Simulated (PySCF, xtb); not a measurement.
C2H7OSi, SMILES C[Si](C)O, multiplicity 2. One conformer was computed; it need not be the lowest.

Harmonic wavenumbers (cm⁻¹) from GFN2-xTB (xtb 6.7.1) at its own minimum, in rising order: 98, 121, 161, 174, 232, 241, 659, 720, 758, 794, 803, 839, 850, 886, 1358, 1369, 1479, 1487, 1489, 1499, 2980, 2994, 3034, 3052, 3055, 3060, 3683.

Q: What does PySCF with PBE-D3(BJ)/def2-SVP give at its own minimum? (The exact figures need the calculation; the answer reports its results.)

A: 121, 145, 187, 223, 250, 284, 605, 649, 683, 714, 744, 808, 833, 869, 1194, 1204, 1367, 1373, 1376, 1387, 2955, 2963, 3055, 3062, 3075, 3088, 3757. Paired by order, the mean absolute difference is 58 cm⁻¹ and the zero-point energies are 54.1 and 52.9 kcal/mol.
